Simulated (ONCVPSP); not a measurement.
PBE ONCV dataset for C (Z = 6), fully relativistic all-electron reference.

- Element: carbon
- Generator: ONCVPSP 4.0.1
- Type: optimised norm-conserving Vanderbilt (ONCV)
- Functional: PBE
- Relativity: fully relativistic
- Frozen core: [He]
- Valence charge: 4
- Reference configuration: 2s2 2p2
- Partial waves: 2s: rc 1.25 bohr, ncon 4, nbas 9, qcut 4.2 1/bohr, 2 projectors, debl 3.7 Ha; 2p: rc 2.15 bohr, ncon 4, nbas 8, qcut 6.3 1/bohr, 2 projectors, debl 3.6 Ha
- Local potential: polynomial inside 0.80 bohr (lpopt 5, dvloc0 2 Ha)
- Core correction: none

Open shells are filled in proportion to 2j + 1.

All-electron outer shells of the reference configuration (PBE, scalar-relativistic, ld1.x):

| shell | level (eV) | outermost node (bohr) | outermost maximum (bohr) |
| --- | --- | --- | --- |
| 1s | -273.38 | – | 0.17 |
| 2s | -13.75 | 0.38 | 1.22 |
| 2p | -5.29 | – | 1.20 |

Results:

```json
{
 "Cutoffs needed": "60 Ha and 146 Ha (the cutoffs (Ha) at which the residual kinetic energy of the hardest occupied pseudo-wave falls to 1 and 0.1 mHa per electron)",
 "Ghost test": "no bound ghost flagged; no localised positive-energy state flagged",
 "Largest excitation error": "+765 meV (all-electron minus pseudo) for 2s1 2p0, out of 4 test configurations"
}
```

Generation and tests took about 3.5 s on one core of a shared server CPU.
